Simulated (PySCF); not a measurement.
SnOBr, SMILES [O]=[Sn][Br], multiplicity 2. Geometry optimised at PBE-D3(BJ)/def2-TZVP. The def2 effective core potentials stand for the cores of Sn; spin–orbit coupling is left out.

Level of theory: PBE-D3(BJ)/def2-TZVP run with PySCF.

Harmonic wavenumbers (cm⁻¹): 97, 220, 640. Rotational constants (GHz): 14.70, 1.361, 1.246; symmetry number 1.

Work out the zero-point energy and the ideal-gas rigid-rotor harmonic-oscillator thermochemistry at 298.15 K and 1 atm.

ZPE = ½ Σ hcν = ½ × 957 cm⁻¹ = 1.37 kcal/mol. H − E(el) = 4.62 kcal/mol. Entropy in cal/(mol K): translation 41.99, rotation 26.96, vibration 5.86, spin 1.38, total 76.19. G − E(el) = -18.09 kcal/mol. Cp = 12.66 cal/(mol K). Modes under 150 cm⁻¹ make the vibrational entropy uncertain.
